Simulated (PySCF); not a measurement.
Compound: CH7NO2Si2.
Bonds: O1–C2 (double), C2–O3, O3–Si4, Si4–N5, N5–Si6. Hydrogens: H7 on C2; H8, H9 on Si4; H10 on N5; H11, H12, H13 on Si6.

Method: PySCF 2.14.0, PBE0-D3(BJ)/def2-SVP geometry optimisation, gas phase; density fitting, grid level 1; the optimiser is geomeTRIC in internal coordinates, started from a GFN2-xTB structure with every atom displaced at random (about 0.01 Å).

Step 8: E = -22468.6599 eV
```
atom  x, y, z in Å  |  force x, y, z in eV/Å
O1      3.3881   -0.5946   -0.3339   -0.053   0.012   0.016
C2      3.0071    0.2862    0.3851    0.033   0.027  -0.007
O3      1.7303    0.5679    0.6225    0.033  -0.011  -0.005
Si4     0.5057   -0.3600   -0.1506   -0.019  -0.046  -0.007
N5     -0.9231    0.3942    0.4569    0.017  -0.006   0.011
Si6    -2.6022   -0.0406    0.2703    0.010  -0.003   0.025
H7      3.6789    0.9759    0.9386   -0.003  -0.006   0.005
H8      0.6724   -0.2395   -1.6243    0.012   0.019   0.004
H9      0.5982   -1.7849    0.2661   -0.008   0.001  -0.006
H10    -0.7457    1.2722    0.9382   -0.014   0.019  -0.027
H11    -3.0652    0.0551   -1.1493   -0.009   0.004  -0.004
H12    -2.8353   -1.4475    0.7189    0.001  -0.006  -0.006
H13    -3.4037    0.8987    1.1075    0.000  -0.005   0.002
```

Step 9: E = -22468.6630 eV
```
atom  x, y, z in Å  |  force x, y, z in eV/Å
O1      3.4141   -0.5999   -0.3273   -0.141   0.020   0.049
C2      3.0152    0.2622    0.4040    0.068   0.084  -0.020
O3      1.7341    0.5341    0.6394    0.132   0.017   0.011
Si4     0.4994   -0.3402   -0.1653   -0.110  -0.136  -0.041
N5     -0.9284    0.4291    0.4259    0.042  -0.012   0.014
Si6    -2.6008   -0.0498    0.2843    0.053  -0.001   0.041
H7      3.6757    0.9519    0.9716   -0.005  -0.024   0.021
H8      0.7044   -0.2005   -1.6328    0.023   0.019   0.010
H9      0.5317   -1.7734    0.2338    0.000   0.003  -0.031
H10    -0.7576    1.3361    0.8524   -0.033   0.039  -0.040
H11    -3.1037    0.0191   -1.1228   -0.020   0.005  -0.010
H12    -2.7694   -1.4598    0.7506   -0.011  -0.005  -0.007
H13    -3.4090    0.8740    1.1323    0.000  -0.009   0.004
```

Problem. Estimate the geometry and energy of step 10. (The exact step hangs on the optimiser's Hessian estimate; all steps are aligned on step 9, rigid shifts and turns removed.)

Solution. E = -22468.6729 eV, largest force 0.443 eV/Å
```
atom  x, y, z in Å  |  force x, y, z in eV/Å
O1      3.4588   -0.6204   -0.2958   -0.285   0.011   0.090
C2      3.0221    0.2028    0.4574    0.112   0.204  -0.027
O3      1.7313    0.4610    0.6734    0.366   0.060   0.087
Si4     0.4868   -0.2892   -0.2110   -0.320  -0.278  -0.130
N5     -0.9412    0.5117    0.3370    0.099  -0.043   0.012
Si6    -2.5881   -0.0718    0.3246    0.132   0.007   0.060
H7      3.6569    0.8837    1.0647   -0.002  -0.056   0.048
H8      0.7923   -0.1021   -1.6562    0.023   0.020   0.021
H9      0.3788   -1.7332    0.1368    0.028   0.013  -0.075
H10    -0.7983    1.4779    0.6184   -0.076   0.066  -0.069
H11    -3.1993   -0.0771   -1.0397   -0.031   0.011  -0.023
H12    -2.5946   -1.4774    0.8307   -0.044   0.000  -0.007
H13    -3.3998    0.8171    1.2059   -0.002  -0.013   0.011
```

The energy changes by -0.0099 eV. The first-order estimate −F·Δx gives -0.0095 eV and the mean of the old and new forces, exact on a quadratic surface, -0.0076 eV. The step makes an angle of 87° with the force vector and moves no atom by more than 0.277 Å.

What follows is the cost of the whole optimisation. The run took 3.1 min on an Arm Neoverse V1 with one thread, no GPU, shared host, and the process peaked at 0.53 GiB of memory.
